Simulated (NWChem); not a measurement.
System: AlSiH₄O₃Cl; SMILES [OH][Al]([O][SiH2]Cl)[OH]

The following NWChem deck was run.

```
start job
memory heap 200 mb stack 900 mb global 1100 mb
geometry units angstroms noautoz
  Si    -0.045900    -1.439562    -0.931981
  Cl     0.130860    -2.463957     0.862021
  O      0.198215     0.152332    -0.672308
  Al    -0.008807     1.686220     0.027420
  O     -1.581966     2.232179     0.314635
  O      1.314611     2.670493     0.401154
  H     -1.412246    -1.702921    -1.455538
  H      0.996906    -1.969377    -1.848939
  H     -1.783791     3.086513     0.698884
  H      2.235446     2.438284     0.276853
end
basis spherical
  Si library aug-cc-pvdz
  Cl library aug-cc-pvdz
  O library aug-cc-pvdz
  Al library aug-cc-pvdz
  H library aug-cc-pvdz
end
dft
  xc m06-2x
  iterations 150
  semidirect filesize 400000000
  vectors input atomic output neutral.movecs
end
task dft energy
charge 1
dft
  odft
  mult 2
  vectors input atomic output cation.movecs
end
task dft energy
charge -1
dft
  odft
  mult 2
  vectors input atomic output anion.movecs
end
task dft energy
```

Structure relaxed at the PBE0/def2-SVP level.

Ions are spin-unrestricted doublets at the neutral geometry; other ion states weren't tried.

Question: Give the results of this calculation. (M06-2X/aug-cc-pVDZ, vertical spin-unrestricted ions.) Quantities: vertical ionisation energy, ΔSCF (eV); −ε(HOMO) (eV).

Answer: vertical ionisation energy, ΔSCF (eV): 11.14
−ε(HOMO) (eV): 9.94
